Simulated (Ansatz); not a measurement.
Reaction (redistribution): `CN[SiH2]N` + `O=[C](O)[GaH2]` → `N[SiH2]C(=O)O` + `C[NH][GaH2]`

Isolated molecules relaxed with PBE0-D4/def2-TZVP in Ansatz; ΔE leaves out vibrations. CBS: MP2 limit from def2 TZ/QZ plus the TZ coupled-cluster correction, frozen cores. Functionals use def2-TZVPP. B3LYP here is the variant with VWN-RPA as its local correlation; programs differ in this. For Ga outer-core shells are correlated without core-valence functions, which leaves a few kJ/mol of doubt a bond. Scalar relativity is left out up to krypton. One conformer a species, not always the lowest.

| level | ΔE (kcal/mol) | difference from CCSD(T)/CBS |
| --- | --- | --- |
| r2SCAN-D4 | 0.7 | 0.1 |
| B3LYP-D4 | 1.3 | 0.7 |
| ωB97X-V | 1.3 | 0.7 |
| ωB97M-V | 2.0 | 1.4 |
| B2PLYP | 1.0 | 0.4 |
| PBE | 0.3 | -0.3 |
| r2SCAN | 0.7 | 0.1 |
| PBE0 | 1.4 | 0.8 |
| MP2/def2-TZVPP | 0.8 | 0.2 |
| CCSD/def2-TZVPP | 1.3 | 0.7 |
| CCSD(T)/def2-TZVPP | 0.7 | 0.1 |
| HF/def2-QZVPP | 3.7 | 3.1 |
| MP2/def2-QZVPP | 0.8 | 0.2 |
| SCS-MP2/def2-QZVPP | 1.0 | 0.4 |
| HF/CBS(def2) | 3.7 | 3.1 |
| MP2/CBS(def2) | 0.7 | 0.1 |
| CCSD(T)/CBS | 0.6 | 0 |

Largest T1 diagnostic among the species: 0.017.

In def2-TZVPP, CCSD(T) changes the Hartree–Fock value by −2.8 kcal/mol (the triples alone add −0.6 kcal/mol) and MP2 by −2.7 kcal/mol. From PBE to PBE0 (25 % exact exchange), in def2-TZVPP and without D4, ΔE moves by +1.1 kcal/mol.
